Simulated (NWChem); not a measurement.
# CH₇BOSi; SMILES B(C)(O)[SiH3]

```xyz
11

B      0.1028    -0.5311    -0.0028
C     -1.1624    -1.4796     0.0004
H     -1.8132    -1.2616     0.8586
H     -0.9211    -2.5527     0.0287
H     -1.7802    -1.3010    -0.8909
O      1.3729    -1.0229    -0.0013
H      1.3909    -1.9954     0.0062
Si    -0.0524     1.5084    -0.0030
H      1.2589     2.2029    -0.1390
H     -0.6861     1.9861     1.2638
H     -0.9337     1.9811    -1.1134
```
Atoms are numbered in this order, from 1.

Level: B3LYP/6-31G* (spherical d) (NWChem), optimised geometry, unscaled harmonic frequencies. 

```tsv
frequency (cm⁻¹)	IR intensity (km/mol)
12	0.1
91	0.4
191	0.2
305	0.9
325	9.0
520	5.5
555	0.6
568	39.9
676	133.1
845	11.2
890	16.3
901	260.3
950	44.2
955	49.1
963	24.3
1202	126.2
1338	113.8
1381	102.4
1487	7.4
1505	0.3
2210	117.4
2213	129.6
2236	149.2
3015	14.3
3081	32.7
3086	9.4
3690	9.0
```

The zero-point energy comes out as 50.3 kcal/mol and the thermal correction to the enthalpy at 298.15 K (with zero-point energy) is 55.2 kcal/mol. The heat capacity Cv is 22.8 cal/(mol K), the entropy at 298.15 K and 1 atm (symmetry number 1) comes out as 83.7 cal/(mol K) and the dipole moment comes out as 2.66 D.

Rigid rotor and harmonic oscillator; modes under 100 cm⁻¹ make the entropy uncertain.
